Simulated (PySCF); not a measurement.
# Working with the constants of InP⁺

UHF-CCSD(T) constants of InP⁺, ⁴Σ⁻ (quartet), unpaired electrons σ ↑, π ↑↑ (PySCF, scalar-relativistic core potentials, basis sets In def2-TZVPPD with ECP28, P def2-TZVPPD; masses 114.9039 and 30.9738 u):

```
ωe              : 90.8 cm⁻¹
ωexe            : 0.836 cm⁻¹
Be              : 0.073376 cm⁻¹
αe              : 0.00103 cm⁻¹
D (centrifugal) : 1.92e-07 cm⁻¹
De to In⁺ + P   : 0.282 eV
```

(1) Give the vibrational terms G(v) and spacings up to v = 6.

(2) How well does the Morse estimate ωe²/(4ωexe) reproduce De, and what is D0?

Correlated steps freeze 9 core orbitals. The bond is weak. Basis-set superposition, not corrected here, can be much of De in a small basis, most of all at correlated wavefunction levels. These are scalar-relativistic numbers at best; spin–orbit coupling would shift them, the dissociation energy most. For an ion De counts to the pair picked by the measured ionisation energies or electron affinities, which need not be the lowest pair at this level. The state was picked by a PBE0 search and need not be the measured ground state.

## Answers

(1) G(v) = ωe(v+½) − ωexe(v+½)².

| v | G(v) (cm⁻¹) | G(v) − G(v−1) | Bv (cm⁻¹) |
| --- | --- | --- | --- |
| 0 | 45.2 |  | 0.07286 |
| 1 | 134.3 | 89.1 | 0.07183 |
| 2 | 221.8 | 87.5 | 0.07080 |
| 3 | 307.6 | 85.8 | 0.06977 |
| 4 | 391.7 | 84.1 | 0.06874 |
| 5 | 474.1 | 82.4 | 0.06771 |
| 6 | 554.9 | 80.8 | 0.06668 |

(2) It gives 0.306 eV, 108 % of the computed De. D0 = De − G(0) = 0.282 − 0.006 = 0.276 eV.
